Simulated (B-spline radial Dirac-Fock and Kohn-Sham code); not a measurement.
Radiative decay of the 2p3/2 hole in Au³⁺

System: the Au³⁺ ion, [Xe] 4f14 5d7 6s1 (not the ground configuration).

The computed values come from a radial atomic solver: independent-particle rates on relativistic LDA orbitals of the hole state (multipoles up to L = 3, Coulomb Auger matrix elements, transition energies from Dirac-Fock).

```
 line  multipole  energy (eV)  rate (s⁻¹)  share (%)
L3-M1         E1       8485.7    1.01e+14       3.85
L3-M2         E2       8764.8    1.13e+12     0.0434
L3-M3         E2       9169.7    1.03e+12     0.0393
L3-M4         E1            –    2.10e+14       8.06
L3-M5         E1       9712.6    1.85e+15       71.0
L3-N1         E1      11151.6    2.48e+13      0.948
L3-N4         E1            –    3.80e+13       1.45
L3-N5         E1      11582.0    3.43e+14       13.1
L3-O1         E1            –    5.15e+12      0.197
L3-N7         E2      11838.0    1.46e+12     0.0561
L3-O4         E1      11920.7    3.16e+12      0.121
L3-O5         E1      11922.6    2.83e+13       1.08
```

The listed lines hold 99.9 % of the radiative rate. A dash stands for an energy that rests on an unreliable hole state. The radiative width is 1.72 eV in the length form and 1.74 eV in the velocity form; the two differ because the transition energies are not eigenvalue differences of the potential that gave the orbitals.
